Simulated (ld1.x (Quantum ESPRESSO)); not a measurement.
**What one change does to a pseudopotential (Sm (Z = 62), TM semilocal)**

samarium (Sm), norm-conserving Troullier–Martins (semilocal form), made with ld1.x (Quantum ESPRESSO) 7.5 (PBE, scalar-relativistic). Core [Xe], reference 4f6 5d1 6s1 6p0. Waves: 6p (bound, empty): rc 4.20 bohr; 5d (bound): rc 3.65 bohr; 4f (bound): rc 1.20 bohr; 6s (bound): rc 2.95 bohr. Local part: the s channel. Core correction: a·sin(br)/r model core, default radius (core density twice the valence density).

Change: wave 5d (bound): rc 3.65 bohr becomes 5d (bound): rc 5.02 bohr.

Cutoffs: the cutoffs (Ry, on a coarse ladder) from which the occupation-weighted sum of valence levels, in a spherical-Bessel basis at the reference potential, stays within 10 and 1 mRy of its value at 400 Ry; they do not see the model core or the augmentation charge, which bear on the density cutoff. Errors are all-electron minus pseudo energies relative to the spin-unpolarised reference configuration.

Question: What does the change do?

Answer: The potential gets neither clearly harder nor softer (260 Ry and 300 Ry → 260 Ry and 300 Ry); the f channel sets the loose cutoff, while the largest relative change is in d, which becomes softer; of the 7 tests that both files solve, the error grows in 5 and shrinks in 2 by more than 15 % and 0.3 meV (median size 10.4 → 25.4 meV); neither file shows a bound ghost at the reference potential, the only one tested. A semilocal file is local in each channel, so a ghost entry of none says nothing of the separable form that plane-wave codes build from it.

| quantity | base | changed |
| --- | --- | --- |
| cutoff, loose | 260 Ry | 260 Ry |
| cutoff, tight | 300 Ry | 300 Ry |
| loose cutoff by channel (10 mRy a level) | d 10 Ry, f 230 Ry, s 6 Ry | d 6 Ry, f 230 Ry, s 6 Ry |
| bound ghosts | none | none |
| error for 4f6 5d0 6s2 6p0, meV [ΔE -2.01 eV] | -5.5 | +29 |
| error for 4f6 5d0 6s1 6p0, meV [ΔE 3.94 eV] | -10 | +45 |
| error for 4f6 5d0 6s0 6p0, meV [ΔE 15.03 eV] | -80 | +25 |
| error for 4f6 5d1 6s0 6p0, meV [ΔE 5.35 eV] | -7.5 | -21 |
| error for 4f6 5d0 6s0 6p2, meV [ΔE 3.00 eV] | -66 | +18 |
| error for 4f5 5d1 6s1 6p0, meV [ΔE 7.40 eV] | -751 | -958 |
| error for 4f6 5d0.5 6s1.5 6p0, meV [ΔE -1.03 eV] | -0.8 | +6.3 |

Changed file: These tests converged, but a pseudo level misses the all-electron one widely, so the file describes the atom poorly there or has found another state: 4f5 5d1 6s1 6p0: 4f by 2.2 eV.
